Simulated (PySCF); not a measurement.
**Static response to an electric field**

CH₃F₃GeS.
Structure used (PBE0-D3(BJ)/def2-SVP), in Å, numbered top down from 1:
```xyz
9
CH3F3GeS angstrom
F     -0.8351   -1.3793   -1.0098
C     -1.0908   -0.5000   -0.0298
F     -1.2912   -1.1947    1.0909
F     -2.2412    0.1171   -0.3345
Ge     0.3981    0.8212    0.1536
S      2.2771   -0.2865    0.5267
H      0.4461    1.6307   -1.1498
H      0.1392    1.6893    1.3878
H      2.2555   -0.9141   -0.6696
```

Level: CAM-B3LYP/def2-SVPD (PySCF), static field, nuclei fixed, core orbitals frozen in the response. The polarisability tensor in these axes (au):

```
x   76.20 -3.88  2.27
y   -3.88 64.84 -0.52
z    2.27 -0.52 60.05
```

Q: What are the eigenvalues, a third of the trace, and Δα (Δα² = ½Σ(αi − αj)² over the three pairs)?

A: Principal values 59.73, 63.65 and 77.70 au; mean 67.03 au = 9.93 Å³ = 11.05 × 10⁻⁴⁰ C²·m²/J; Δα = 16.37 au (24 % of the mean).

Q: What is the dipole moment, and where does it point?

A: (0.88, 1.51, -0.56) D, 1.83 D in size, pointing from the negative to the positive side. Measured along this direction, the outermost atoms are F3 at the negative end and H7 at the positive end.

Q: Molar refractivity from α?

A: Lorentz–Lorenz: R = (4π/3)N_A α = 2.5225 cm³/(mol·Å³) × 9.93 Å³ = 25.1 cm³/mol, in the limit of long wavelengths.

Q: Find the Langevin capture rate constant for O2+ (31.990 u) meeting this molecule (177.912 u), k = 2.342 × 10⁻⁹ cm³/s × √(α in Å³ / reduced mass in u).

A: The reduced mass is 27.11 u, so k = 1.42 × 10⁻⁹ cm³/s. The formula leaves out the permanent dipole, which adds to the capture rate.

Q: Give the eigenvalues of the traceless quadrupole moment Θ = ½Σq(3rr − r²1), origin at the centre of nuclear charge.

A: -6.45, 0.17, 6.28 D·Å. The values depend on the origin, since the dipole doesn't vanish. The electronic extent ⟨r²⟩ about the same centre is 1036 bohr², a root-mean-square distance of 1.86 Å for the 84 electrons.

Q: Rayleigh depolarisation ratio (linearly polarised light, static tensor)?

A: ρ = 3Δα²/(45ᾱ² + 4Δα²) = 803.8/(202180 + 1071.8) = 0.00395.

Q: In a dilute gas of rigid molecules at 350 K, how does the orientational term μ²/3kT compare with the electronic polarisability?

A: In Gaussian units μ²/3kT = 23.20 Å³ against 9.93 Å³, a ratio of 2.34; the Debye molar polarisation (4π/3)N_A(α + μ²/3kT) is 83.6 cm³/mol, leaving out the vibrational part.

The structure is a single PBE0-D3(BJ)/def2-SVP conformer in the gas phase; no vibrational or solvent corrections. The calculation is non-relativistic, for germanium too.
